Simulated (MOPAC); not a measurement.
MOPAC input (PM6):

```
PM6 FORCE THERMO(298,298) PRECISE LET UHF MS=0.5 GEO-OK AUX(PRECISION=9) THREADS=1
C2H3F2

C    -1.40431572 1   -0.14173417 1   -0.03851401 1
C     0.04494372 1    0.00840579 1   -0.20231448 1
F     0.87619120 1   -0.97427086 1    0.05864867 1
F     0.66290609 1    1.12749452 1    0.09856188 1
H    -1.70861164 1   -0.19203399 1    1.02224992 1
H    -1.77247213 1   -1.06112488 1   -0.52582587 1
H    -1.95139625 1    0.70205532 1   -0.49351522 1
```

Output:

```
 *******************************************************************************
 **                                                                           **
 **                              MOPAC v23.2.5                                **
 **                                                                           **
 *******************************************************************************
 ** MOPAC's Digital Object Identifier: https://doi.org/10.5281/zenodo.6511958 **
 **                                                                           **
 ** Please cite the open-source release paper for use of this MOPAC version:  **
 ** J. E. Moussa and J. J. P. Stewart (2026)                                  **
 ** MOPAC: An open-source semiempirical molecular orbital program             **
 ** J. Open Source Softw., 11(119), 8025, https://doi.org/10.21105/joss.08025 **
 *******************************************************************************

                              PM6 CALCULATION RESULTS

 *******************************************************************************
 *  PM6        - The PM6 Hamiltonian to be used
 *  GEO-OK     - OVERRIDE INTERATOMIC DISTANCE AND OTHER SAFETY CHECKS
 *  UHF        - UNRESTRICTED HARTREE-FOCK CALCULATION
 *  MS=        - IN MECI, MAGNETIC COMPONENT OF SPIN =  0.5
 *  LET        - OVERRIDE SOME SAFETY CHECKS
 *  PRECISE    - TIGHTER CRITERIA TO BE USED
 *  FORCE      - FORCE CALCULATION SPECIFIED
 *  AUX        - OUTPUT AUXILIARY INFORMATION
 *  THERMO     - THERMODYNAMIC QUANTITIES TO BE CALCULATED
 *******************************************************************************
PM6 FORCE THERMO(298,298) PRECISE LET UHF MS=0.5 GEO-OK AUX(PRECISION=9) THREADS=1
 C2H3F2

   ATOM   CHEMICAL          X               Y               Z
  NUMBER   SYMBOL      (ANGSTROMS)     (ANGSTROMS)     (ANGSTROMS)

     1       C         -1.40431572  *  -0.14173417  *  -0.03851401  *
     2       C          0.04494372  *   0.00840579  *  -0.20231448  *
     3       F          0.87619120  *  -0.97427086  *   0.05864867  *
     4       F          0.66290609  *   1.12749452  *   0.09856188  *
     5       H         -1.70861164  *  -0.19203399  *   1.02224992  *
     6       H         -1.77247213  *  -1.06112488  *  -0.52582587  *
     7       H         -1.95139625  *   0.70205532  *  -0.49351522  *

          CARTESIAN COORDINATES

    NO.       ATOM           X           Y           Z

     1         C         -1.4043     -0.1417     -0.0385
     2         C          0.0449      0.0084     -0.2023
     3         F          0.8762     -0.9743      0.0586
     4         F          0.6629      1.1275      0.0986
     5         H         -1.7086     -0.1920      1.0222
     6         H         -1.7725     -1.0611     -0.5258
     7         H         -1.9514      0.7021     -0.4935

 General Reference for PM6:
 "Optimization of Parameters for Semiempirical Methods V: Modification of NDDO Approximations
 and Application to 70 Elements", J. J. P. Stewart, J. Mol. Mod., 13, 1173-1213 (2007)
 URL: https://link.springer.com/article/10.1007/s00894-007-0233-4

           Empirical Formula: C2 H3 F2  =     7 atoms

      MOLECULAR POINT GROUP   :   Cs
[...]
 REDUCED MASS        0.5256         C 1 -- C 2          +7.7% ( 28.8%)     98.3%
 EFFECTIVE MASS      2.4559
 FORCE CONSTANT      0.5414

 VIBRATION         11    5A"         ATOM PAIR     ENERGY CONTRIBUTION    RADIAL
 FREQUENCY          1381.67         C 2 -- F 4         +34.5% ( 83.3%)     81.0%
 TRANSITION DIPOLE   3.3980         C 2 -- F 3         +34.5% ( 83.3%)     81.0%
 TRAVEL (Ang.)       0.0892         C 1 -- C 2         +24.2% ( 69.8%)      0.0%
 REDUCED MASS        6.1405         F 3 -- F 4          +4.2% ( 29.1%)      0.0%
 EFFECTIVE MASS     13.0333
 FORCE CONSTANT      6.9066

 VIBRATION         12    7A'         ATOM PAIR     ENERGY CONTRIBUTION    RADIAL
 FREQUENCY          1456.96         C 1 -- C 2         +33.0% ( 86.5%)     96.5%
 TRANSITION DIPOLE   3.3002         C 2 -- F 3         +27.1% ( 78.4%)     55.2%
 TRAVEL (Ang.)       0.0866         C 2 -- F 4         +27.1% ( 78.4%)     55.2%
 REDUCED MASS        6.1772         C 1 -- H 5          +3.4% ( 28.0%)     10.0%
 EFFECTIVE MASS     12.9511
 FORCE CONSTANT      7.7256

 VIBRATION         13    8A'         ATOM PAIR     ENERGY CONTRIBUTION    RADIAL
 FREQUENCY          2672.04         C 1 -- H 5         +71.6% ( 87.1%)     99.7%
 TRANSITION DIPOLE   0.8731         C 1 -- H 6         +13.8% ( 38.2%)     83.3%
 TRAVEL (Ang.)       0.2112         C 1 -- H 7         +13.8% ( 38.2%)     83.4%
 REDUCED MASS        0.5658         C 1 -- C 2          +0.8% (  9.4%)      0.1%
 EFFECTIVE MASS      1.4433
 FORCE CONSTANT      2.3803

 VIBRATION         14    6A"         ATOM PAIR     ENERGY CONTRIBUTION    RADIAL
 FREQUENCY          2682.89         C 1 -- H 7         +49.1% ( 72.3%)     97.8%
 TRANSITION DIPOLE   0.8796         C 1 -- H 6         +49.1% ( 72.3%)     97.8%
 TRAVEL (Ang.)       0.2242         C 1 -- C 2          +0.9% (  9.8%)      0.0%
 REDUCED MASS        0.5000         C 1 -- H 5          +0.9% (  9.6%)      0.0%
 EFFECTIVE MASS      1.4536
 FORCE CONSTANT      2.1203

 VIBRATION         15    9A'         ATOM PAIR     ENERGY CONTRIBUTION    RADIAL
 FREQUENCY          2778.61         C 1 -- H 6         +36.8% ( 58.4%)     95.8%
 TRANSITION DIPOLE   0.6042         C 1 -- H 7         +36.8% ( 58.4%)     95.8%
 TRAVEL (Ang.)       0.2703         C 1 -- H 5         +26.1% ( 49.2%)     93.3%
 REDUCED MASS        0.3322         C 1 -- C 2          +0.3% (  5.2%)     96.5%
 EFFECTIVE MASS      1.1483
 FORCE CONSTANT      1.5111

      SYMMETRY NUMBER FOR POINT-GROUP Cs  =  1

          SYSTEM IS A GROUND STATE

 C2H3F2

          MOLECULE IS NOT LINEAR

          THERE ARE 15 GENUINE VIBRATIONS IN THIS SYSTEM
          THIS THERMODYNAMICS CALCULATION IS LIMITED TO
          MOLECULES WHICH HAVE NO INTERNAL ROTATIONS

                    CALCULATED THERMODYNAMIC PROPERTIES
                                          *
   TEMP. (K)   PARTITION FUNCTION   H.O.F.    ENTHALPY  HEAT CAPACITY ENTROPY
                                   KCAL/MOL   CAL/MOLE    CAL/K/MOL  CAL/K/MOL

 298.00  VIB.     0.6127D+01                  1198.9172     8.2946     7.6255
         ROT.     0.3955D+05                   888.2803     2.9808    24.0161
         INT.     0.2423D+06                  2087.1975    11.2754    31.6416
         TRA.     0.5071D+27                  1480.4672     4.9680    38.4336
         TOT.                      -88.158    3567.6647    16.2435    70.0753

   *: NOTE: HEATS OF FORMATION ARE RELATIVE TO THE
            ELEMENTS IN THEIR STANDARD STATE AT 298K
              (=  Standard Enthalpy of Formation).

            Hvib:  Zero-point energy is not included.
                   frequencies of less than zero cm-1 are not included.
            Hrot = (3/2)RT
            Htra = (3/2)RT + pV = (5/2)RT

            Heat capacity is Cp, not Cv

          For more information, see: HTTP://OpenMOPAC.net/Manual/thermochemistry.html

           FORCE CONSTANT IN CARTESIAN COORDINATES (Millidynes/A)

    ATOM   CHEMICAL       X               Y               Z
   NUMBER   SYMBOL  FORCE CONSTANT  FORCE CONSTANT  FORCE CONSTANT

      1       C        7.801211        6.282624        5.883601
      2       C       10.150130        8.584608        3.059701
      3       F        2.683736        6.233466        0.283670
      4       F        2.684105        4.444717        2.072050
      5       H        1.231932        0.796185        3.173612
      6       H        1.230428        1.813852        2.260330
      7       H        1.230294        3.453822        0.620493

 **********************
 *                    *
 * JOB ENDED NORMALLY *
 *                    *
 **********************

 == MOPAC DONE ==
```
